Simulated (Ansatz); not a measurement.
CH4Si2, SMILES `[SiH2]=C=[SiH2]` (charge 0, multiplicity 1).

These are frozen-core CCSD(T)/6-31g // PBE0-D3(BJ)/def2-TZVP (Ansatz, a first-principles code) values and carry that method's errors.

Ansatz 0.2 input:
```yaml
crystal:
  periodic: [false, false, false]
  atoms:
    - { symbol: Si, position_ang: [1.629835, 0.164781, -0.34312] }
    - { symbol: C, position_ang: [0.000201, 0.000091, 0.001003] }
    - { symbol: Si, position_ang: [-1.629414, -0.164613, 0.345215] }
    - { symbol: H, position_ang: [2.700563, -0.547355, 0.392119] }
    - { symbol: H, position_ang: [2.158427, 1.038646, -1.416019] }
    - { symbol: H, position_ang: [-2.50316, -1.181518, -0.284575] }
    - { symbol: H, position_ang: [-2.354929, 0.690604, 1.312892] }
basis:
  gaussian: { orbitals: "6-31g" }
correlation:
  method: ccsd_t
```

Output:

```
Functional definition: HF
535 factors; integrals over basis functions are off by at most 1.6e-4 eV
mean field evaluation 1: about -16808.0177 eV, gradient 3.1e1 eV
mean field evaluation 2: about -16808.0222 eV, gradient 3.1e1 eV
mean field evaluation 4: about -16810.9686 eV, gradient 2.4e0 eV
mean field evaluation 8: about -16811.0089 eV, gradient 5.8e-4 eV
mean field evaluation 16: about -16811.0022 eV, gradient 2.2e-1 eV
mean field -16811.00886377 eV, -617.7931808325 hartree, gradient 9.1e-7 eV, S^2 0.000000; 0 other end points of the search recorded, 0 dependent functions left out; unrestricted orbitals would lower it
mean field evaluation 32: about -16811.2730 eV, gradient 1.1e-1 eV
11 core orbitals not correlated
reference -16811.00886377 eV, -617.7931808325 hartree; 8, 8 occupied and 24, 24 virtual orbitals, 535 factors
second order -5.70268157 eV of doubles, -0.00000000 eV of singles
cycle   1  -6.07960753 eV  change   -3.8e-1 eV  update   1.0e-1
cycle   2  -6.49608044 eV  change   -4.2e-1 eV  update   4.4e-2
cycle   3  -6.60770757 eV  change   -1.1e-1 eV  update   2.1e-2
cycle   4  -6.62654182 eV  change   -1.9e-2 eV  update   8.0e-3
cycle   5  -6.62760223 eV  change   -1.1e-3 eV  update   2.1e-3
cycle   6  -6.62702298 eV  change    5.8e-4 eV  update   6.9e-4
cycle   7  -6.62750775 eV  change   -4.8e-4 eV  update   2.5e-4
cycle   8  -6.62754550 eV  change   -3.8e-5 eV  update   7.4e-5
cycle   9  -6.62755043 eV  change   -4.9e-6 eV  update   2.6e-5
cycle  10  -6.62756764 eV  change   -1.7e-5 eV  update   7.4e-6
cycle  11  -6.62756936 eV  change   -1.7e-6 eV  update   2.5e-6
perturbative correction -0.26016476 eV, -0.0095608785 hartree
Total energy: -16817.89659789 eV, -618.0463003927 hartree
```
